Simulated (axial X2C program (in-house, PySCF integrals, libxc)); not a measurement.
Outer orbitals of ReH at 1.630 Å, PBE0

All values were computed with an in-house all-electron X2C program for linear molecules (integrals from PySCF). Spin-free means the one-electron spin-free X2C Hamiltonian; two-component (2c) means X2C with spin–orbit coupling and atomic mean-field two-electron Coulomb and Gaunt terms, so the difference of the two also holds small scalar two-electron terms. Basis: Re dyall-cv3z [13s14p9d7f4g], H dyall-v3z [6s2p1d] (cores contracted in-house); Gaussian nuclei, density fitting, unrestricted open shells. Masses: Re 186.956 u, H 1.008 u.

The distance is close to the 2c PBE0 minimum; the highest filled and lowest empty levels are listed.

Spin-free orbitals, state M_S = 2, Λ = 0 (beyond evenly filled blocks: π+α, π-α, δ+α, δ-α) (Löwdin shares):

```json
{"symmetry": "σα", "occupied": "yes", "ε (eV)": "-10.31", "atomic character": "45% H s, 34% Re d, 16% Re s"}
{"symmetry": "σβ", "occupied": "yes", "ε (eV)": "-9.83", "atomic character": "53% H s, 26% Re d, 14% Re s"}
{"symmetry": "π+α", "occupied": "yes", "ε (eV)": "-7.63", "atomic character": "96% Re d, 3% H p"}
{"symmetry": "π-α", "occupied": "yes", "ε (eV)": "-7.63", "atomic character": "96% Re d, 3% H p"}
{"symmetry": "δ-α", "occupied": "yes", "ε (eV)": "-7.31", "atomic character": "100% Re d"}
{"symmetry": "δ+α", "occupied": "yes", "ε (eV)": "-7.31", "atomic character": "100% Re d"}
{"symmetry": "σα", "occupied": "yes", "ε (eV)": "-6.93", "atomic character": "52% Re s, 40% Re d, 6% H s"}
{"symmetry": "σβ", "occupied": "yes", "ε (eV)": "-5.06", "atomic character": "56% Re s, 34% Re d, 6% H s"}
{"symmetry": "σα", "occupied": "no", "ε (eV)": "-2.33", "atomic character": "63% Re p, 15% Re d, 11% H s"}
{"symmetry": "π-β", "occupied": "no", "ε (eV)": "-1.80", "atomic character": "94% Re d, 4% H p"}
{"symmetry": "π+β", "occupied": "no", "ε (eV)": "-1.80", "atomic character": "94% Re d, 4% H p"}
{"symmetry": "δ-β", "occupied": "no", "ε (eV)": "-1.68", "atomic character": "100% Re d"}
{"symmetry": "δ+β", "occupied": "no", "ε (eV)": "-1.68", "atomic character": "100% Re d"}
```

Spinors with spin–orbit coupling (state Ω = 2):

| ω | occupied | ε (eV) | atomic character | λ mixture |
| --- | --- | --- | --- | --- |
| 1/2 | yes | -10.32 | 45% H s, 34% Re d, 16% Re s | 100% σ |
| -1/2 | yes | -9.88 | 52% H s, 27% Re d, 14% Re s | 99% σ, 1% π |
| -1/2 | yes | -7.80 | 94% Re d, 3% H p | 98% π, 2% σ |
| -3/2 | yes | -7.69 | 100% Re d | 99% δ, 1% π |
| 3/2 | yes | -7.48 | 96% Re d, 3% H p | 98% π, 2% δ |
| 1/2 | yes | -6.96 | 52% Re s, 40% Re d, 6% H s | 99% σ, 1% π |
| 5/2 | yes | -6.94 | 100% Re d | 100% δ |
| -1/2 | yes | -5.06 | 57% Re s, 34% Re d, 6% H s | 99% σ, 1% π |
| 1/2 | no | -2.43 | 54% Re p, 25% Re d, 10% Re s | 83% σ, 17% π |
| 3/2 | no | -1.96 | 100% Re d | 98% δ, 2% π |
| 1/2 | no | -1.88 | 84% Re d, 10% Re p, 4% H p | 83% π, 17% σ |
| -3/2 | no | -1.68 | 94% Re d, 4% H p | 99% π, 1% δ |

How does the gap between the highest filled and lowest empty level change from the spin-free to the 2c table?

From 2.73 to 2.63 eV at PBE0, a change of -0.10 eV.

Mulliken charges and populations of the two-component result (they depend on the basis, above all on diffuse functions):

Re 0.03 e (s 11.65 p 24.06 d 25.25 f 14.01), H -0.03 e (s 1.00 p 0.03). ⟨Lz⟩ = 0.04 ħ and ⟨Sz⟩ = 1.96 ħ (2.03 and -0.07 on the two atoms), which add up to Ω.

One determinant describes the state; a PBE0 search over occupations chose it and may have missed a lower one. Density functionals use the spin component along the axis (collinear). With several unpaired electrons one determinant need not be a pure state. Open-shell Ω = 0 determinants with evenly filled partner blocks cannot be reached by this program, so the Ω shown need not be the lowest component.
